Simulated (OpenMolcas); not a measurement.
# Fe2+: ligand-field states by method

Fe2+ with 4 ligands (chloride) in tetrahedral coordination (Td) at 2.4 Å. A charge of +0.5 e stands 2.8 Å behind each ligand. Ligand basis ANO-RCC-VDZP.
```
Fe    0.0000    0.0000    0.0000
Cl    1.3856    1.3856    1.3856
Cl    1.3856   -1.3856   -1.3856
Cl   -1.3856    1.3856   -1.3856
Cl   -1.3856   -1.3856    1.3856
```

```
Program             : OpenMolcas
Basis               : ANO-RCC-VTZP [6s5p3d2f1g]
Scalar Hamiltonian  : DKH2, point nucleus
Active space        : 6 electrons in 5 orbitals (3d)
State averaging     : 2S+1 = 5 even, 5 roots; 2S+1 = 3 even, 45 roots; 2S+1 = 1 even, 50 roots
Spin-orbit coupling : RASSI with atomic mean-field integrals over the reference wave functions
```

I. CASSCF
II. SS-CASPT2, IPEA 0.25 Eh, imaginary shift 0.1 Eh (closed shells correlated: 3s 3p and the ligand valence shells)

Spin-free states (labels of Td) in cm-1, each column counted from its own energy of the first state listed:

```tsv
State	Degeneracy	I	II
5E	2	0	0
5T2	3	1981	2170
3T1	3	20930	17640
3E	2	21824	18170
3T2	3	22814	18890
3T1	3	23010	18430
3T1	3	24795	19900
3A2	1	25139	19680
3T2	3	25859	21070
3A1	1	27173	21900
3T1	3	27549	24150
3E	2	28050	23210
3T1	3	28191	23490
3T2	3	29633	25390
1E	2	31562	26150
1T2	3	31674	26560
1A2	1	32597	26910
1T2	3	33194	27110
1A1	1	33391	27300
1T1	3	33521	27830
```

From I to II, I's first state of the same spin (5T2) moves from 1981 to 2170 cm-1, by about +190 cm-1.

From I to II, I's first state of another spin (3T1) moves from 20930 to 17640 cm-1, by about -3300 cm-1.

I: A least-squares ligand-field fit to the states below 45000 cm-1, each weighted by its degeneracy and with a free common offset, gives 10Dq = -2073 cm-1 (negative for this site), B = 1124 cm-1 and C = 4223 cm-1 (C/B = 3.76), with an rms deviation of 70 cm-1. The same method and metal basis give the free ion B = 1177 cm-1 (fit to its terms below 60000 cm-1, rms deviation 29 cm-1), so the nephelauxetic ratio is β = 1124 / 1177 = 0.95; it hangs on how both fits weigh the states, and computed free-ion B values tend to be too large, so β mixes covalency with correlation.

χT at 300 K: I 3.78, II 3.71 cm3 K/mol.

Roots that are degenerate in the reference are averaged as groups; the widest CASPT2 spread within a group is 650 cm-1 (the 3-fold group of multiplicity 3 near 49400 cm-1 above the lowest state of its run, II). Shifts and gaps below about the spread of the groups concerned are not significant. Over all roots computed the reference weight is 0.71 to 0.74 in II; a low but even weight reflects the number of correlated electrons. An orbital doublet at a regular site is open to a Jahn-Teller distortion, which this geometry leaves out. Ligand-to-metal charge-transfer states are missing. Without dynamic correlation the repulsion within the d shell is too large (B by tens of per cent), so at a given field states of lower spin stand too high (holds for I). With no ligand orbital active B as a rule stays too high, so bands that hang on it stand too high and its fall with covalency is understated (holds for I). With metal d orbitals alone and no dynamic correlation the field as a rule comes out too small, by tens of per cent, by up to half for chloride and softer ligands, and the orbital part of g and χT, which goes as 1/10Dq, too large (holds for I). A single d shell leaves out the double-shell effect, which counts most for late 3d ions, where the CASPT2 field can be off either way by tens of per cent (holds for II). These CASPT2 states fit no ligand-field parameters well, so their order and spin gaps are uncertain (holds for II). For late 3d ions with one d shell CASPT2 can put B and the spin-flip bands somewhat low as well as high (holds for II). With one d shell and no ligand orbital active, 10Dq can be off by tens of per cent for divalent 3d ions, low with halides held by bare charges and at times high in hosts, and the orbital part of g and χT goes as 1/10Dq (holds for II). Free-ion shares, where given, are those of the reference states; single-state CASPT2 does not remix them (holds for II). No measured value stands beside these numbers; the geometry is a model, was not optimised and need not be the one that this ion takes.
